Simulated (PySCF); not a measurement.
SiFCl2, SMILES [Si](F)(Cl)Cl, multiplicity 2. Geometry optimised at PBE-D3(BJ)/def2-SVP.

**Question.** Give the equilibrium geometry at PBE-D3(BJ)/def2-SVP (PySCF confirms it by a frequency run) as Cartesian coordinates in Å, and its point group. (The exact figures need the calculation; the answer reports its results.)

**Answer.** point group Cs.
```xyz
4

Si     0.4699    -0.3904     0.0000
F     -0.3059    -1.8285     0.0000
Cl    -0.1125     0.6448    -1.7016
Cl    -0.1125     0.6448     1.7016
```
Charge 0, spin multiplicity 2.
